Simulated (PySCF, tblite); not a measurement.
Isomers of C6H8O5, one GFN2-xTB conformer each. Single-point energies are computed at PBE0/pcSseg-1 (PySCF, gas phase, no added dispersion term), electronic only.

Problem. Rank them by PBE0/pcSseg-1 energy, lowest first (kcal/mol).
A. `[CH3:1][O:2][C@@H:3]1[O:4][C:5](=[O:6])[C:7](=[O:8])[O:9][C@H:10]1[CH3:11]` with C1–O2–C3–O4 -66°, O2–C3–O4–C5 -76°, C3–O4–C5–O6 -179°, O4–C5–C7–O8 153°, C5–C7–O9–C10 8°
B. `[CH3:1][C:2](=[O:3])[CH2:4][C:5](=[O:6])[O:7][CH2:8][C:9](=[O:10])[OH:11]` with C1–C2–C4–C5 -77°, C2–C4–C5–O6 63°, C4–C5–O7–C8 -178°, C5–O7–C8–C9 64°, O7–C8–C9–O10 15°

Solution. B (0.0), A (21.6).

As drawn, the lower has an O–H bond, which the higher lacks. GFN2-xTB itself gives, in the same order: 0.0, 5.5. Both levels put the same isomer lowest.

Problem. Which frontier levels, dipoles and rotational constants go with these structures?

Solution. 
```
                      SMILES  HOMO (eV, PBE0/pcSseg-1)  LUMO (eV)  dipole (D)       A, B, C (MHz)
        CC(=O)CC(=O)OCC(=O)O                     -7.50      -0.86        2.32  2936, 527.4, 503.9
CO[C@@H]1OC(=O)C(=O)O[C@H]1C                     -8.10      -1.80        6.51   1387, 1083, 916.6
```

Problem. What happens when harmonic zero-point energies from GFN2-xTB frequencies are added?

Solution. 
```csv
SMILES,ZPE (kcal/mol),electronic (kcal/mol),with ZPE (kcal/mol)
CC(=O)CC(=O)OCC(=O)O,86.5,0.0,0.0
CO[C@@H]1OC(=O)C(=O)O[C@H]1C,87.7,21.6,22.8
```

The zero-point energies span 1.2 kcal/mol. The order is unchanged.
